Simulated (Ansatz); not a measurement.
Reactions of `CSCO`.

Program: Ansatz. Geometries: PBE0-D4/def2-TZVP. ΔE: electronic, gas phase. CCSD(T)/CBS adds triple-zeta CCSD(T) − MP2 to the extrapolated MP2 energy (def2 sets, frozen cores). This one scheme is used for every species. Functionals use def2-TZVPP. B3LYP here is the variant with VWN-RPA as its local correlation; programs differ in this. Elements past krypton have def2 core potentials. For In outer-core shells are correlated without core-valence functions, which leaves a few kJ/mol of doubt a bond. Each species was taken in one conformer, which may not be the lowest.

```tsv
reaction	CCSD(T)/CBS(def2) (kJ/mol)
`CSCO` + CH₃OH → `COCO` + CH₃SH	8
`CSCO` + H₂S → `CSCS` + H₂O	-33
`CSCO` + `CC[SiH3]` → `OCCC[SiH3]` + CH₃SH	5
`CSCO` + `[OH][InH2]` → `C[O][InH2]` + `OCS`	73
`CSCO` + `N[SiH](O)Cl` → `CO[SiH](N)Cl` + `OCS`	?
```

Question: Fill in the missing values. (Best estimate.)

Answer: Ansatz gave: `CSCO` + `N[SiH](O)Cl` → `CO[SiH](N)Cl` + `OCS`: +69.5 kJ/mol.

Largest T1 diagnostic: 0.017, for `[OH][InH2]`.
